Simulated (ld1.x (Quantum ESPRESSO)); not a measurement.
# u(r) = r·R(r): atom against pseudo-atom (F (Z = 9))

Columns: radius, all-electron u(r) and pseudo u(r) of the 2s shell (level -29.65 eV) of fluorine in the configuration [He] 2s2 2p5; LDA (PZ), scalar-relativistic, RRKJ scheme, ld1.x (Quantum ESPRESSO) 7.5.

| r (bohr) | all-electron | pseudo |
| --- | --- | --- |
| 0.050 | 0.3818 | -0.0620 |
| 0.100 | 0.4493 | -0.1257 |
| 0.150 | 0.3526 | -0.1925 |
| 0.200 | 0.1785 | -0.2641 |
| 0.250 | -0.0228 | -0.3419 |
| 0.300 | -0.2227 | -0.4264 |
| 0.350 | -0.4061 | -0.5174 |
| 0.400 | -0.5655 | -0.6128 |
| 0.450 | -0.6984 | -0.7085 |
| 0.500 | -0.8049 | -0.7990 |
| 0.550 | -0.8867 | -0.8780 |
| 0.600 | -0.9463 | -0.9406 |
| 0.650 | -0.9865 | -0.9843 |
| 0.700 | -1.0102 | -1.0098 |
| 0.750 | -1.0200 | -1.0200 |
| 0.800 | -1.0184 | -1.0184 |
| 0.850 | -1.0075 | -1.0075 |
| 0.900 | -0.9892 | -0.9892 |
| 0.950 | -0.9652 | -0.9652 |
| 1.000 | -0.9368 | -0.9368 |
| 1.050 | -0.9051 | -0.9051 |
| 1.100 | -0.8711 | -0.8711 |
| 1.150 | -0.8357 | -0.8357 |
| 1.200 | -0.7994 | -0.7994 |
| 1.250 | -0.7627 | -0.7627 |
| 1.300 | -0.7262 | -0.7262 |

(1) How many radial nodes do the two functions have?

(2) At about which radius was the pseudo-wave matched?

(3) Where does each function peak?

(4) Is the pseudo-wave norm-conserving?

Answers

(1) The all-electron 2s function has n − l − 1 = 1; the pseudo-wave has 0, since the states of the same l below it are removed with the core.

(2) 0.80 bohr. The columns agree to 0.0005 from 0.70 bohr on; several derivatives are matched, so the curves merge somewhat inside the radius.

(3) Outermost all-electron maximum near 0.75 bohr, pseudo maximum near 0.75 bohr (to the table’s step).

(4) Yes: the RRKJ scheme keeps the norm inside the radius equal to the all-electron one, which fixes the energy derivative of the logarithmic derivative at the level.
